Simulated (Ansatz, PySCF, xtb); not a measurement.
Gas-phase reaction 2 R1 + R2 → P1 + P2 + P3, each structure at its B3LYP-D3(BJ)/def2-TZVP stationary point, reached from a drawn start (curvature not checked).
P1: CH4 (SMILES C), charge 0, multiplicity 1.
R1: H2 (SMILES [H][H]), charge 0, multiplicity 1.
P2: HF (SMILES F), charge 0, multiplicity 1.
P3: SiH4 (SMILES [SiH4]), charge 0, multiplicity 1.
R2: CH5FSi (SMILES C[SiH2]F), charge 0, multiplicity 1.

P less R. No zero-point or thermal terms.

Frozen-core correlation throughout.

Programs: Ansatz (Gaussian orbitals); PySCF for M06-2X and the D3/D4 terms; xtb for the GFN methods. No computed number here is a measurement.

| level | reaction energy (eV) |
|---|---|
| GFN2-xTB | 0.382 |
| PBE-D4/def2-TZVPP | 0.870 |
| r2SCAN-D3(BJ)/def2-TZVPP | 1.002 |
| B3LYP/def2-TZVPP | 0.836 |
| PBE0/def2-TZVPP | 0.795 |
| M06-2X/def2-TZVPP | 1.052 |
| MP2/cc-pV(Q+d)Z | 1.039 |
| SCS-MP2/cc-pV(D+d)Z | 0.669 |
| CCSD/cc-pV(T+d)Z | (withheld) |

### Question
Complete the blanks.

### Answer

- CCSD/cc-pV(T+d)Z, reaction energy (eV): 0.847

Ansatz is a program for electronic structure.
